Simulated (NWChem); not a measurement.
Species: CHCl, singlet; SMILES [CH]Cl

All runs: NWChem. Pople sets run with spherical d functions. Low-valent species are run as closed-shell singlets; no triplet was tried in these runs. Each level has its own optimisation; frequencies are unscaled.

| level | r C–Cl (Å) | r C–H (Å) | highest harmonic frequency (cm⁻¹) | lowest (cm⁻¹) | zero-point energy (kcal/mol) |
|---|---|---|---|---|---|
| CAM-B3LYP/def2-SVP | 1.692 | 1.117 | 2970 | 859 | 7.2 |
| Hartree-Fock/STO-3G | 1.797 | 1.130 | 3416 | 923 | 8.2 |
| PBE0/def2-TZVP | 1.682 | 1.112 | [?] | [?] | 7.1 |
| B3LYP/3-21G | 1.875 | 1.128 | 2791 | 638 | 6.7 |
| B3LYP/6-31G* | 1.727 | 1.117 | 2892 | 781 | 7.1 |

Problem. Some entries are withheld; supply them.

Solution. 
- PBE0/def2-TZVP, highest harmonic frequency (cm⁻¹): 2924
- PBE0/def2-TZVP, lowest (cm⁻¹): 844
